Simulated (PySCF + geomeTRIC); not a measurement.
A geometry relaxed with r2SCAN-D4/def2-TZVP in PySCF + geomeTRIC, charge 0, multiplicity 1:

```xyz
8

N      0.4048    -0.4886    -0.6196
H     -1.1270     0.2353     0.6640
C     -0.9882    -0.3528    -0.2469
N      2.4383     0.3380     0.4259
C      1.3781     0.0151    -0.1020
H      2.8613     1.2135     0.1424
H     -1.5362     0.1198    -1.0645
H     -1.4122    -1.3472    -0.0966
```

**Question.** Write the SMILES of this molecule.

**Answer.** `CN=C=N`
